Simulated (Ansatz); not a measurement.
Molecule: TaO (charge 0, doublet). The spin state was set by rule; other spins were not relaxed. 
Structure (B3LYP-D3(BJ)/def2-TZVP (Ansatz, a first-principles code) minimum search):
SMILES: [O]=[Ta]
```xyz
2

Ta     0.0000     0.0000    -0.1673
O      0.0000     0.0000     1.5262
```
Charge 0, spin multiplicity 2.

Property: vertical ionisation energy (to the triplet state of charge +1; each state is the SCF solution reached for its spin; the UHF <S^2> is 2.12 for the triplet (pure: 2.00) and 1.14 for the doublet (pure: 0.75); for the doublet T1 is 0.077), in eV. Correlated levels leave the core frozen unless marked. Open shells are spin-unrestricted. Spin-orbit coupling is left out. The frozen core is the preceding noble-gas configuration, with the filled d and f shells of earlier blocks. Past Kr the def2 sets carry scalar-relativistic core potentials. CBS(X,Y): correlation extrapolated as X^-3; Hartree-Fock from the larger set.

```
level                                 program  vertical ionisation energy (eV)
------------------------------------  -------  -------------------------------
SVWN5/def2-TZVPD                       Ansatz                             8.08
PBE0/def2-TZVPD                        Ansatz                             7.69
BHLYP/def2-TZVPD                       Ansatz                             7.77
CAM-B3LYP/def2-TZVPD                   Ansatz                             7.93
CCSD/def2-TZVPPD                       Ansatz                             7.66
CCSD(T)/def2-QZVPPD                    Ansatz                             7.77
CCSD(T)/CBS(def2-TZVPPD,def2-QZVPPD)   Ansatz                             7.79
```
